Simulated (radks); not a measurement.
Question: Radial electron density D(r) = 4 pi r^2 rho(r) of an atom or ion with 38 electrons. Method: Dirac Kohn-Sham, relativistic LDA (MacDonald-Vosko exchange, VWN5 correlation), spin-unpolarised, spherical densities, finite nucleus; Fermi nuclear charge, rms radius of each element as measured or else 0.836 A^(1/3) + 0.57 fm; computed with a radial shooting solver on a logarithmic mesh with Libxc functionals.

| r (bohr) | D(r) (e/bohr) |
|---|---|
| 0.002911 | 23.84 |
| 0.003701 | 32.73 |
| 0.004743 | 44.09 |
| 0.006029 | 56.75 |
| 0.007726 | 70.28 |
| 0.009822 | 81.77 |
| 0.01249 | 89.11 |
| 0.016 | 90.35 |
| 0.02034 | 86.06 |
| 0.02607 | 80.91 |
| 0.03314 | 82.68 |
| 0.04246 | 95.53 |
| 0.05398 | 111.7 |
| 0.06917 | 115.9 |
| 0.08794 | 101.6 |
| 0.1127 | 86.35 |
| 0.1433 | 91.83 |
| 0.1836 | 102.1 |
| 0.2334 | 83.17 |
| 0.2991 | 46.56 |
| 0.3802 | 32.13 |
| 0.4872 | 30.33 |
| 0.6193 | 18.01 |
| 0.7936 | 4.723 |
| 1.009 | 0.5159 |
| 1.293 | 0.01681 |
| 1.644 | 0.0001605 |

What is the nuclear charge?

Answer: Z = 66. The innermost maximum, from 1s, lies near gamma/Z bohr with gamma = sqrt(1 - (Z/c)^2) = 0.876, here 0.0133 bohr (found: 0.0148), and its height grows with Z. The density is that of the dysprosium ion Dy28+ in [Kr] 4d2; the configuration itself is not fixed sharply by these data, and Z only to a few units. D(r) has 4 maxima, at r = 0.0148, 0.0644, 0.182, 0.418 bohr, and minima at 0.0282, 0.119, 0.412 bohr, inside which lie 2.01, 11.09, 30.08 electrons.
